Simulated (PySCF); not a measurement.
C5H7FO.
Z-matrix (Å and degrees, GFN2-xTB geometry), rows numbered from 1:
```
C 
C   1  1.5238
C   2  1.4852  1  112.64
C   3  1.3395  2  125.70  1   167.74
C   4  1.4482  3  122.90  2    -0.55
O   5  1.1873  4  130.88  3     2.72
F   5  1.3734  4  110.65  3  -177.16
H   1  1.0867  2  110.31  3   179.37
H   1  1.0878  2  110.52  3   -60.92
H   1  1.0880  2  110.79  3    59.44
H   2  1.0952  1  109.85  3  -120.83
H   2  1.0930  1  110.63  3   122.99
H   3  1.0830  2  116.09  1   -12.46
H   4  1.0796  3  121.39  2   179.89
```

Computed, not measured: PySCF, TDDFT PBE0/def2-SVPD, vertical, gas phase, core orbitals frozen in the response.

Frontier orbitals with the atoms that hold most of them (Löwdin shares over 4%, at most four atoms; ? is withheld):

```
orbital  ε (eV)                             atoms
 HOMO-3  -10.46    C1 21%, C2 19%, C3 14%, H8 11%
 HOMO-2  -10.36     C1 24%, C2 17%, O6 11%, H9 9%
 HOMO-1   -8.83                                 ?
   HOMO   -8.35     C4 34%, C3 26%, O6 10%, C2 9%
   LUMO       ?                                 ?
 LUMO+1    0.62      C1 21%, C3 15%, C4 9%, C2 9%
 LUMO+2    1.16  H14 16%, C4 14%, H13 12%, C1 11%
```

(1) Give the leading atoms of the HOMO-1.

(2) Give the leading atoms of the LUMO.

(3) What is the LUMO energy, and the HOMO–LUMO gap?

## Answers

(1) O6 (bonded to C) 59%; F7 (bonded to C) 10%; C5 (bonded to C, F and O) 8%; C4 (bonded to 2 C and H) 8%. By element: oxygen 59%, carbon 16% or more, fluorine 10%.

(2) C3 (bonded to 2 C and H) 30%; C5 (bonded to C, F and O) 18%; C4 (bonded to 2 C and H) 16%; O6 (bonded to C) 16%. By element: carbon 65% or more, oxygen 16%.

(3) ε(LUMO) = -1.99 eV; the gap is 6.35 eV (0.2335 hartree).

How does S1 compare with the orbital gap of 6.35 eV?

S1 is at 4.96 eV (f = 0.0012), 1.40 eV below the gap, made of HOMO-1→LUMO (93%). Its leading pair isn't HOMO and LUMO; the energies of that pair differ by 6.84 eV. 

Give energy, strength and leading configuration of S1, S2 and S7, and follow the Löwdin shares of the leading atoms from the occupied to the empty orbital.

- S1 (4.96 eV, f 0.0012), HOMO-1→LUMO (93%): O6 59% → 16%, F7 10% → at most 16%, C3 at most 8% → 30%, C5 8% → 18%
- S2 (5.87 eV, f 0.311), HOMO→LUMO (92%): C4 34% → 16%, C3 26% → 30%, C5 at most 9% → 18%
- S7 (7.78 eV, f 0.017), HOMO→LUMO+1 (90%): C4 34% → 9%, C3 26% → 15%, C1 at most 9% → 21%

Löwdin shares depend on the basis, the more so with diffuse functions.

One conformer stands for the species.
